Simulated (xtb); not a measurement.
pentafluoroethane (C₂HF₅), singlet, from a rough starting geometry; GFN2-xTB in xtb.

Input for xtb:
```
$ xtb mol.xyz --gfn 2 --opt vtight --json

# file mol.xyz
8

F      1.08002063    -1.20546300     0.67356244
C      0.77989372    -0.15589065    -0.06459190
F      1.41643424     0.95407951     0.40554670
C     -0.73283450     0.13011665     0.02598277
F     -1.20632732     0.29433651     1.25282087
F     -1.07196111     1.19570289    -0.67240856
F     -1.47766800    -0.95289918    -0.51561374
H      1.10662592    -0.30532980    -1.08322471
```

The log (banner, timings and long lists left out):

```
   ID    Z sym.   atoms
    1    9 F      1, 3, 5-7
    2    6 C      2, 4
    3    1 H      8

           -------------------------------------------------
          |                Calculation Setup                |
           -------------------------------------------------

           -------------------------------------------------
          |                 G F N 2 - x T B                 |
           -------------------------------------------------

          ...................................................
          :                      SETUP                      :
          :.................................................:
          :  # basis functions                  29          :
          :  # atomic orbitals                  29          :
          :  # shells                           15          :
          :  # electrons                        44          :
          :  max. iterations                   250          :
          :  Hamiltonian                  GFN2-xTB          :
          :  restarted?                      false          :
          :  GBSA solvation                  false          :
          :  PC potential                    false          :
          :  electronic temp.          300.0000000     K    :
          :  accuracy                    1.0000000          :
          :  -> integral cutoff          0.2500000E+02      :
          :  -> integral neglect         0.1000000E-07      :
          :  -> SCF convergence          0.1000000E-05 Eh   :
          :  -> wf. convergence          0.1000000E-03 e    :
          :  Broyden damping             0.4000000          :
          :  net charge                          0          :
          :  unpaired electrons                  0          :
          ...................................................

 iter      E             dE          RMSdq      gap      omega  full diag
   1    -28.4567020 -0.284567E+02  0.543E+00   11.31       0.0  T
   2    -28.5168264 -0.601245E-01  0.272E+00   10.63       1.0  T
   3    -28.5187925 -0.196606E-02  0.139E+00   10.90       1.0  T
   4    -28.5194570 -0.664516E-03  0.144E-01   10.88       1.0  T
   5    -28.5194976 -0.405901E-04  0.678E-02   10.89       1.0  T
   6    -28.5195001 -0.247754E-05  0.138E-02   10.88       2.6  T
   7    -28.5195002 -0.121369E-06  0.247E-03   10.88      14.3  T
   8    -28.5195002 -0.305190E-07  0.532E-04   10.88      66.5  T
   9    -28.5195002 -0.303892E-09  0.112E-04   10.88     315.0  T

[...]
 * total energy  :   -28.4424141 Eh     change       -0.1072706E-03 Eh
 * total energy  :   -28.4424582 Eh     change       -0.4409147E-04 Eh
 * total energy  :   -28.4424606 Eh     change       -0.2380063E-05 Eh
 * total energy  :   -28.4424619 Eh     change       -0.1309575E-05 Eh
 * total energy  :   -28.4424634 Eh     change       -0.1461649E-05 Eh
 * total energy  :   -28.4424643 Eh     change       -0.9685863E-06 Eh
 * total energy  :   -28.4424651 Eh     change       -0.7910128E-06 Eh
 * total energy  :   -28.4424656 Eh     change       -0.4502893E-06 Eh
 * total energy  :   -28.4424658 Eh     change       -0.2370018E-06 Eh
 * total energy  :   -28.4424660 Eh     change       -0.1583181E-06 Eh
 * total energy  :   -28.4424661 Eh     change       -0.1177360E-06 Eh
 * total energy  :   -28.4424662 Eh     change       -0.7990349E-07 Eh
   *** GEOMETRY OPTIMIZATION CONVERGED AFTER 15 ITERATIONS ***
         :: total energy             -28.442466182900 Eh    ::
[...]
     1   9 F        0.787    -0.180    11.030     3.923
     2   6 C        3.467     0.292    17.916     6.359
     3   9 F        0.787    -0.180    11.030     3.923
     4   6 C        3.327     0.484    17.431     6.631
     5   9 F        0.790    -0.160    10.833     3.888
     6   9 F        0.791    -0.179    11.023     3.922
     7   9 F        0.791    -0.179    11.025     3.922
     8   1 H        0.923     0.103     1.759     2.074

 Mol. C6AA /au·bohr⁶  :        682.495374
 Mol. C8AA /au·bohr⁸  :      13816.519898
 Mol. α(0) /au        :         34.641982

Wiberg/Mayer (AO) data.
largest (>0.10) Wiberg bond orders for each atom

 ---------------------------------------------------------------------------
     #   Z sym  total        # sym  WBO       # sym  WBO       # sym  WBO
 ---------------------------------------------------------------------------
     1   9 F    1.080 --     2 C    0.978
     2   6 C    3.877 --     1 F    0.978     3 F    0.978     8 H    0.939
                             4 C    0.909
     3   9 F    1.080 --     2 C    0.978
     4   6 C    3.867 --     5 F    0.983     6 F    0.964     7 F    0.964
                             2 C    0.909
     5   9 F    1.117 --     4 C    0.983
     6   9 F    1.094 --     4 C    0.964
     7   9 F    1.094 --     4 C    0.964
     8   1 H    0.989 --     2 C    0.939
 ---------------------------------------------------------------------------

Topologies differ in total number of bonds
Writing topology from bond orders to xtbtopo.mol

molecular dipole:
                 x           y           z       tot (Debye)
 q only:        0.293      -0.109      -0.586
   full:        0.329      -0.130      -0.730       2.062
molecular quadrupole (traceless):
                xx          xy          yy          xz          yz          zz
 q only:       -0.746      -0.271      -0.809      -2.203       0.625       1.555
  q+dip:        0.348      -0.888      -2.603      -3.470       1.112       2.255
   full:       -0.129      -0.671      -1.968      -3.161       0.974       2.097

optimized geometry written to: xtbopt.xyz

           -------------------------------------------------
          | TOTAL ENERGY              -28.442466182900 Eh   |
          | GRADIENT NORM               0.000024340099 Eh/α |
          | HOMO-LUMO GAP              12.709961148042 eV   |
           -------------------------------------------------

normal termination of xtb
```
